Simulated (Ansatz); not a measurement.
(1) Predict a relaxed structure of ReO₃F, charge 0, singlet, at PBE0-D4/def2-SVP (Ansatz).

## Answers

(1) 
| atom | x (Å) | y (Å) | z (Å) |
| --- | --- | --- | --- |
| Re1 | -0.009 | 0.004 | 0.006 |
| O2 | 0.437 | 1.090 | 1.220 |
| O3 | -1.092 | 0.784 | -1.029 |
| O4 | -0.812 | -1.295 | 0.728 |
| F5 | 1.476 | -0.583 | -0.925 |
Point group C3v (tolerance 0.1 Å). The metal has 4 neighbours: O 1.69 Å, O 1.69 Å, O 1.69 Å, F 1.85 Å. This is one stationary point.

In the def2 sets Re takes a core potential; there is no spin–orbit coupling.
